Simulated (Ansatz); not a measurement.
Relaxation of the cluster TeAu₂ with RKS PBE0-D4/def2-TZVP.

```sh
$ ansatz run in.yaml --threads 4 --pin off --events-out ev --progress --plain --max-ram 3916MiB
```

```yaml
crystal:
  periodic: [false, false, false]
  atoms:
    - {symbol: Au, position_ang: [-1.905140, -0.472050, 0.063170]}
    - {symbol: Au, position_ang: [1.413640, 1.120760, 0.775530]}
    - {symbol: Te, position_ang: [0.491500, -0.648710, -0.838690]}
basis:
  gaussian: {orbitals: def2-TZVP}
hamiltonian: {xc: pbe0, dispersion: d4}
scf: {lower_state_search: "off"}
output: {orbitals: {seedname: orbitals}}
relax: {f_tol: 0.02, max_steps: 100}
```

Hardware: 4 threads of Arm Neoverse N1 on a shared host. Wall time 18 s.

Positions (Å) and forces (eV/Å) at steps 1, 2, 4, 5 of 5:

```xyz
3
step=1 energy=-14682.4780 eV
Au   -1.905   -0.472    0.063    0.556    0.006   -0.160
Au    1.414    1.121    0.776   -0.265   -0.387   -0.335
Te    0.491   -0.649   -0.839   -0.291    0.382    0.494
3
step=2 energy=-14682.5099 eV
Au   -1.799   -0.419    0.088   -0.301    0.044    0.136
Au    1.306    1.071    0.754    0.092    0.232    0.220
Te    0.493   -0.651   -0.842    0.209   -0.276   -0.357
3
step=4 energy=-14682.5199 eV
Au   -1.801   -0.409    0.100    0.014    0.006    0.002
Au    1.294    1.077    0.764   -0.014   -0.007   -0.004
Te    0.506   -0.668   -0.864   -0.001    0.001    0.001
3
step=5 energy=-14682.5203 eV
Au   -1.784   -0.395    0.109    0.000    0.001    0.001
Au    1.272    1.071    0.765   -0.001    0.001    0.001
Te    0.512   -0.676   -0.874    0.001   -0.002   -0.002
```

In the def2 sets Au, Te take a core potential; there is no spin–orbit coupling. The structure comes from a short search, and lower isomers may exist.
